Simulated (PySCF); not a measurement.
Job file and geometry (Å, from GFN2-xTB) of an NMR shielding run on `InChI=1S/C6H15BN2O/c1-5(2)6(3)4-10-7(8)9/h4-5H,8-9H2,1-3H3/b6-4-`, GIAO PBE0/pcSseg-1 NMR shielding, non-relativistic, gas phase in PySCF 2.14.0, density-fitted response routines; density fitting, a coarse starting grid and PySCF grid level 2 are the driver's defaults:

```
$ OMP_NUM_THREADS=1 python probes_run.py task.json out

{"job": {"kind": "nmr", "xc": "PBE0", "basis": "pcSseg-1"}, "charge": 0, "multiplicity": 1}
C     -1.341486     1.855273     1.704017
C     -0.810773     0.797173     0.782876
C      0.346900     0.974645     0.149547
O      0.873800     0.088553    -0.731329
B      2.217525    -0.022168    -1.014847
N      2.548038    -0.875673    -2.088077
N      3.225315     0.646283    -0.283011
C     -1.660941    -0.445853     0.629770
C     -2.138457    -0.605122    -0.814931
C     -0.892466    -1.690626     1.079254
H     -2.308840     2.214083     1.352005
H     -1.483799     1.448457     2.705418
H     -0.661494     2.701029     1.766702
H      0.914945     1.890041     0.299505
H      3.485123    -1.074369    -2.380236
H      1.843885    -1.337591    -2.631173
H      3.042267     1.185555     0.542202
H      4.201992     0.529124    -0.473141
H     -2.541229    -0.335334     1.273328
H     -2.772982    -1.484188    -0.909770
H     -2.707810     0.268197    -1.125882
H     -1.282520    -0.714751    -1.474020
H     -0.577275    -1.588112     2.115626
H     -0.010258    -1.825025     0.460134
H     -1.520395    -2.575456     0.993900
```

Task: Write the output of this run.

Result: 
```
coarse grid: 20112 points
cycle   1  E = -446.5844148840  dE =  1.258e+00  |g| = 7.907e-01  |ddm| = 4.302e+00
cycle   2  E = -446.5178854619  dE =  6.653e-02  |g| = 1.001e+00  |ddm| = 1.458e+00
cycle   3  E = -446.7187830557  dE = -2.009e-01  |g| = 1.155e-01  |ddm| = 9.017e-01
cycle   4  E = -446.7208734259  dE = -2.090e-03  |g| = 4.476e-02  |ddm| = 1.079e-01
cycle   5  E = -446.7212208521  dE = -3.474e-04  |g| = 1.489e-02  |ddm| = 4.068e-02
cycle   6  E = -446.7212681231  dE = -4.727e-05  |g| = 4.635e-03  |ddm| = 1.602e-02
cycle   7  E = -446.7212730272  dE = -4.904e-06  |g| = 1.187e-03  |ddm| = 4.906e-03
final grid: 192232 points
cycle   8  E = -446.7845585880  dE = -5.779e-05  |g| = 1.316e-02  |ddm| = 4.543e-02
cycle   9  E = -446.7845313047  dE =  2.728e-05  |g| = 1.783e-02  |ddm| = 2.098e-02
cycle  10  E = -446.7845943911  dE = -6.309e-05  |g| = 2.330e-03  |ddm| = 1.277e-02
cycle  11  E = -446.7845955250  dE = -1.134e-06  |g| = 3.406e-04  |ddm| = 2.161e-03
cycle  12  E = -446.7845955442  dE = -1.924e-08  |g| = 1.821e-04  |ddm| = 4.558e-04
cycle  13  E = -446.7845955521  dE = -7.856e-09  |g| = 4.090e-05  |ddm| = 1.900e-04
cycle  14  E = -446.7845955525  dE = -3.619e-10  |g| = 1.148e-05  |ddm| = 4.584e-05
converged SCF energy = -446.7845955525

GIAO shielding tensors (ppm)
atom      isotropic    diamagn.    paramagn.     s11        s22        s33       span
  0 C      163.769     245.605     -81.835    145.813    158.370    187.125     41.313
  1 C       56.209     265.304    -209.096    -50.335     65.990    152.972    203.307
  2 C       46.611     252.964    -206.353    -45.368     91.038     94.162    139.530
  3 O      188.686     401.502    -212.816    102.245    154.342    309.470    207.225
  4 B       80.697     194.995    -114.298     59.592     84.811     97.687     38.095
  5 N      220.710     317.090     -96.380    192.550    204.732    264.848     72.298
  6 N      224.957     317.941     -92.984    197.861    220.858    256.151     58.290
  7 C      149.286     246.943     -97.657    139.223    145.331    163.303     24.080
  8 C      166.212     248.392     -82.180    147.276    165.094    186.267     38.991
  9 C      165.790     248.994     -83.204    146.408    164.769    186.194     39.785
 10 H       29.814      29.339       0.476     25.433     28.269     35.741     10.308
 11 H       29.884      29.839       0.045     25.716     28.282     35.654      9.938
 12 H       30.319      30.479      -0.160     25.919     29.064     35.974     10.055
 13 H       25.355      35.103      -9.748     21.040     24.779     30.247      9.206
 14 H       30.222      29.534       0.688     23.542     27.362     39.761     16.218
 15 H       29.901      32.845      -2.944     22.997     28.055     38.651     15.654
 16 H       29.968      33.687      -3.719     22.465     28.761     38.677     16.212
 17 H       30.141      29.686       0.455     23.535     27.190     39.699     16.164
 18 H       29.914      34.166      -4.252     26.405     28.583     34.755      8.350
 19 H       30.920      30.838       0.081     26.726     28.109     37.925     11.199
 20 H       30.601      31.356      -0.755     26.453     28.450     36.901     10.448
 21 H       29.518      32.483      -2.965     23.761     30.481     34.312     10.552
 22 H       30.668      32.112      -1.444     26.907     28.318     36.780      9.873
 23 H       29.643      33.013      -3.370     23.996     30.241     34.692     10.695
 24 H       30.928      31.232      -0.304     26.677     28.196     37.911     11.235
```

Size and cost of the density-fitted run: 245 basis functions, 55 s wall time on 1 thread of an Arm Neoverse V2, shared host; peak memory 1.1 GiB.
